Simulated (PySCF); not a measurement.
This PySCF input asks for the NMR shieldings of `CC[P@@](=S)(CO)C(F)(F)F`, C4H8F3OPS; the geometry comes from GFN2-xTB.

```python
import basis_set_exchange as bse
import numpy as np
from pyscf import gto, dft
from pyscf.prop import nmr

atoms = """
C    -2.014949   -1.005488   -0.493172
C    -1.273486    0.279170   -0.842509
P     0.254920    0.386817    0.185409
S     0.070135    0.386284    2.105443
C     1.471570   -0.885251   -0.456559
O     1.149392   -2.123303    0.092318
C     1.038469    1.964693   -0.546098
F     2.244124    2.181878   -0.017475
F     1.203951    1.868073   -1.874917
F     0.285132    3.040834   -0.320686
H    -2.945564   -1.069470   -1.051871
H    -2.247840   -1.023576    0.570863
H    -1.406176   -1.877705   -0.725088
H    -1.002654    0.316127   -1.900723
H    -1.882050    1.156928   -0.598849
H     2.488122   -0.557648   -0.182789
H     1.400759   -0.978932   -1.543717
H     1.157384   -2.053113    1.059244
"""
names = dict.fromkeys(["C", "P", "S", "O", "F", "H"], "pcSseg-1")
basis = {el: gto.basis.parse(bse.get_basis(n, elements=[el], fmt="nwchem")) for el, n in names.items()}
mol = gto.M(atom=atoms, basis=basis, charge=0, verbose=0)
mf = dft.RKS(mol, xc="PBE0")
mf.grids.level = 2
mf.grids.alignment = dft.numint.BLKSIZE   # the property module wants whole blocks of grid points
mf.conv_tol = 1e-9
mf.kernel()

calc = nmr.RKS(mf)   # GIAO
C = mf.mo_coeff
Co = C[:, mf.mo_occ > 0]
resp = mf.gen_response(singlet=True, hermi=2)
def vind(x):   # induced exchange potential for any number of trial vectors
    d = np.einsum("pi,xij,qj->xpq", C, 2 * x.reshape(-1, C.shape[1], Co.shape[1]), Co, optimize=True)
    return np.einsum("xpq,pi,qj->xij", resp(d - d.transpose(0, 2, 1)), C, Co, optimize=True).ravel()
mo1, _ = nmr.rhf.solve_mo1(calc, with_cphf=vind)
sigma = calc.kernel(mo1)
for i, s in enumerate(sigma):   # ppm
    w = np.linalg.eigvalsh((s + s.T) / 2)
    print("%2d %-2s iso %8.1f  s11 %8.1f  s22 %8.1f  s33 %8.1f" % (i, mol.atom_pure_symbol(i), w.mean(), *w))
```

Q: What are the results?

A: 
```
 0 C  iso    179.5  s11    173.1  s22    178.3  s33    187.1
 1 C  iso    157.0  s11    144.2  s22    149.4  s33    177.2
 2 P  iso    274.5  s11    163.8  s22    228.8  s33    430.9
 3 S  iso    828.7  s11    648.6  s22    883.5  s33    954.1
 4 C  iso    119.3  s11     94.9  s22    119.3  s33    143.7
 5 O  iso    328.7  s11    279.1  s22    325.0  s33    382.1
 6 C  iso     52.9  s11     51.4  s22     51.9  s33     55.5
 7 F  iso    262.1  s11    182.3  s22    269.6  s33    334.5
 8 F  iso    259.8  s11    180.8  s22    263.2  s33    335.3
 9 F  iso    261.0  s11    184.2  s22    265.1  s33    333.7
10 H  iso     30.4  s11     25.1  s22     27.1  s33     39.0
11 H  iso     30.0  s11     24.4  s22     30.9  s33     34.6
12 H  iso     30.4  s11     24.4  s22     30.5  s33     36.3
13 H  iso     29.5  s11     24.6  s22     29.2  s33     34.5
14 H  iso     29.6  s11     24.7  s22     29.2  s33     35.0
15 H  iso     27.5  s11     21.4  s22     28.1  s33     32.9
16 H  iso     27.1  s11     23.7  s22     28.0  s33     29.7
17 H  iso     29.6  s11     19.0  s22     29.6  s33     40.2
```

These numbers come from an equivalent density-fitted implementation of the same equations, which agrees with the script to about 0.01 ppm for H and up to a few tenths of a ppm for heavy atoms, so last digits may differ.

Q: Turn these shieldings into chemical shifts. δ = σ(ref) − σ, references computed at the same level: $^{13}$C (σref 186.93), $^{1}$H (σref 31.72) against TMS; H3PO4 for $^{31}$P (σref 318.38); $^{33}$S (σref 503.73) vs CS2; $^{17}$O (σref 336.08) against H2O; $^{19}$F (σref 170.95) vs CFCl3.

A: Averaging equivalent atoms: C 6: 134.0; C 4: 67.6; C 1: 30.0; C 0: 7.4; P 2: 43.9; S 3: -325; O 5: 7.3; F 7/8/9: -90.0; H 16: 4.59; H 15: 4.23; H 13: 2.27; H 17: 2.11; H 14: 2.08; H 10/11/12: 1.46 ppm. Unscaled 19F shifts against computed CFCl3 carry errors that often reach 10 to 50 ppm. Experimental scales use liquid or dissolved standards, which lie at an offset from isolated H2O (liquid H2O: subtract about 36 ppm) and H3PO4.

Size and cost of the density-fitted run: 224 basis functions, 56 s wall time on 1 thread of an Arm Neoverse V2, shared host; peak memory 1.1 GiB.
